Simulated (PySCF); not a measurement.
## Field gradients at the hydrogen positions

Species: C5H7FN2Si.
Geometry (GFN2-xTB, Å), atoms numbered from 1 in this order:
```
atom  x, y, z in Å
N1    -1.3374    3.1539   -0.5943
C2    -1.2419    2.0231   -0.4168
C3    -1.0722    0.6502   -0.1962
C4    -1.7125   -0.1860    0.6427
Si5   -0.7492   -1.7311    0.1183
C6     0.0029   -0.2047   -0.8397
F7    -0.0608   -0.1966   -2.2263
C8     1.4077    0.1857   -0.4036
N9     1.4963   -0.0790    1.0228
H10   -2.5000    0.0882    1.3261
H11   -1.5166   -2.5834   -0.7876
H12    0.0769   -2.4433    1.0746
H13    1.6241    1.2291   -0.6849
H14    2.1164   -0.4616   -0.9265
H15    2.4607   -0.0691    1.3345
H16    0.9979    0.6337    1.5455
```

Level: PBE0/pcSseg-1 (PySCF, non-relativistic); Q(2H) = 0.00286 b; rigid geometry, the same for H and D, with no vibrational averaging.

Task: Rank these positions by the coupling χzz of a deuteron there, largest first.
A. H14 (methylene hydrogen)
B. H16 (N–H hydrogen)
C. H11 (Si–H hydrogen)
D. H15 (N–H hydrogen)
E. H10 (vinylic hydrogen)
F. H12 (Si–H hydrogen)

Result: D (270 kHz), B (265 kHz), E (224 kHz), A (199 kHz), F (116 kHz), C (109 kHz).

Task: What are Vzz, η and χzz (234.96 MHz × Q × Vzz) at all hydrogens?

Result: 
| atom | bonded to | bond length (Å) | Vzz (au) | η | χzz (kHz) |
| --- | --- | --- | --- | --- | --- |
| H10 | C4 | 1.078 | 0.3329 | 0.01 | 224 |
| H11 | Si5 | 1.461 | 0.1626 | 0.01 | 109 |
| H12 | Si5 | 1.451 | 0.1726 | 0.07 | 116 |
| H13 | C8 | 1.102 | 0.2795 | 0.02 | 188 |
| H14 | C8 | 1.093 | 0.2963 | 0.04 | 199 |
| H15 | N9 | 1.014 | 0.4012 | 0.16 | 270 |
| H16 | N9 | 1.015 | 0.3938 | 0.17 | 265 |

Task: Average by the element that carries the hydrogen.

Result: on C: 204 kHz over 3 positions, mean bond length 1.091 Å; on Si: 113 kHz over 2 positions, mean bond length 1.456 Å; on N: 267 kHz over 2 positions, mean bond length 1.014 Å.

Task: A static deuteron (I = 1) shows a doublet split by (3/2)χ, (3/4)χ(1 + η) and (3/4)χ(1 − η) with the field along z, y and x of the gradient. What are these for H14?

Result: With |χ| = 199.1 kHz and η = 0.036: 299, 155 and 144 kHz, to first order and without motion.

Geometry: GFN2-xTB, one conformer, isolated molecule. GFN2-xTB bond lengths can be off by several hundredths of an ångström, more for odd bonds, and the gradients follow them. A larger basis could move these couplings by a tenth or more.
